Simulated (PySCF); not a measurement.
**Dipole response of Cs⁺ (caesium, charge +1)**

[Xe], closed-shell 1S. All numbers are calculated (PySCF 2.14, scalar relativity by spin-free X2C-1e, in aug-cc-pwCVTZ-X2C with one added diffuse shell each of s, p, d, f type (12s11p9d5f, 125 functions)). Coupled (time-dependent) response in atomic units; α is the mean over directions.

| method | mean α (bohr³) | C₆ (like pair) | S(−4) |
| --- | --- | --- | --- |
| UHF | 15.69 | 133.9 | 34.38 |
| PBE | 16.31 | 140.0 | 38.84 |
| PBE0 | 15.99 | 136.7 | 36.56 |

S(−4) is the Cauchy moment in α(ω) = α(0) + S(−4) ω² + …

α(iu) at PBE:

```
u (hartree)  α(iu) (bohr³)
          0          16.31
     0.0500          16.21
      0.100          15.93
      0.200          14.91
      0.300          13.51
      0.500          10.51
      0.750          7.500
       1.00          5.469
       1.50          3.224
       2.00          2.136
       3.00          1.166
       5.00         0.5227
```

For an ion, C₆ is the dispersion term alone; charge-induced terms of lower order in 1/R come first.

Spin-orbit coupling, which splits the p, d and f shells strongly at this Z, is absent.
